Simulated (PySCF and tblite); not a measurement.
The numbers below are computed, except where a source is named.
Dynamics report: rotation

System: C₃H₆BClS, numbered as in [CH2:1]=[CH:2][B:3]([Cl:4])[S:5][CH3:6].

Motion: rotation about the B3–S5 bond (torsion C2–B3–S5–C6 from 179° to 356°, rising). The path came from a restrained scan, a climbing-image band and a saddle search at GFN2-xTB; energies are PBE0/pcSseg-1 + D3(BJ), IEF-PCM chloroform//B3LYP-D3(BJ)/def2-SVP, thermal terms GFN2-xTB. Rates follow Eyring's equation with the number of equivalent paths and no tunnelling. Run with tblite and PySCF.

| point | symmetry | E(GFN2) kcal/mol | E(DFT) kcal/mol | ZPE change kcal/mol | lowest mode cm⁻¹ | dipole D |
| --- | --- | --- | --- | --- | --- | --- |
| start | Cs | 0.0 | 0.0 | 0.00 | 61 | 0.97 |
| saddle | C1 | 12.1 | 12.3 | -0.41 | 113i | 3.25 |
| end | C1 | 3.1 | 2.0 | 0.00 | 86 | 4.24 |

```json
{
 "Electronic barrier": "12.3 kcal/mol",
 "Barrier with zero-point energy": "11.9 kcal/mol",
 "ΔH‡ (298 K)": "11.4 kcal/mol",
 "ΔS‡ (298 K, symmetry apart)": "-2.7 cal/(mol K)",
 "Paths": "2 equivalent paths",
 "End point": "a different minimum",
 "Mean lifetime of the start against this motion at 298 K": "78 µs",
 "Cost": "3.2 min on 1 thread of Arm Neoverse V2, shared host (rough), peak memory 0.83 GiB, launched as `OMP_NUM_THREADS=1 python ens_run.py task.json out`"
}
```

```
T/K  ΔG‡ kcal/mol    k s⁻¹  ΔG kcal/mol  k back s⁻¹
200          12.1     0.54          2.1          50
250          12.2      244          2.1        7930
298          12.3  1.3×10⁴          2.1     2.1×10⁵
350          12.4  2.8×10⁵          2.1     2.7×10⁶
400          12.5  2.5×10⁶          2.0     1.7×10⁷
```

ΔG and ΔG‡ leave out symmetry numbers and mirror images; rates count paths: 2 out, 1 back.
